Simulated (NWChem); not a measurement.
BHSCl2; SMILES SB(Cl)Cl

```xyz
5

B     -0.0114     0.0055     0.0000
Cl    -1.5851    -0.7618     0.0000
Cl     0.1010     1.7560     0.0000
S      1.4336    -1.0543     0.0000
H      2.3479    -0.0604     0.0000
```
Atoms are numbered in this order, from 1.

Computed with NWChem. Pople sets run with spherical d functions. Medium grid unless said otherwise, to which SCAN and Minnesota functionals are sensitive. The geometry was optimised at PBE0/def2-SVP. Hybrids' shares of exact exchange are those that their runs print; pure functionals count as 0. The functionals differ in more than this share.

```
row               share of exact exchange  highest occupied level (eV)
----------------  -----------------------  ---------------------------
PBE/6-31G*                           0.00                        -7.09
revPBE/6-31G*                        0.00                        -7.06
B3LYP/6-31G*                         0.20                        -8.05
r2SCAN0/6-31G*                       0.25                        -8.59
MN15/6-31G*                          0.44                     withheld
BHandHLYP/6-31G*                     0.50                        -9.42
M06-2X/6-31G*                        0.54                        -9.50
```

Question: Fit a straight line of the last column on the one before it, predict the withheld value, and compare with the run.

Answer: 
1. Means of the 6 shown rows: x = 0.248, y = -8.285. Slope Σ(x − x̄)(y − ȳ)/Σ(x − x̄)² = -1.253/0.2741 = -4.571; intercept -7.150.
2. The shown rows scatter about the line by 0.138 (root mean square); the largest residual is -0.30, at r2SCAN0/6-31G*.
3. At x = 0.44 (MN15/6-31G*; inside the shown range) the line gives -9.16.
4. The run gives -9.02, +0.14 from the line, 1.0 times the scatter.
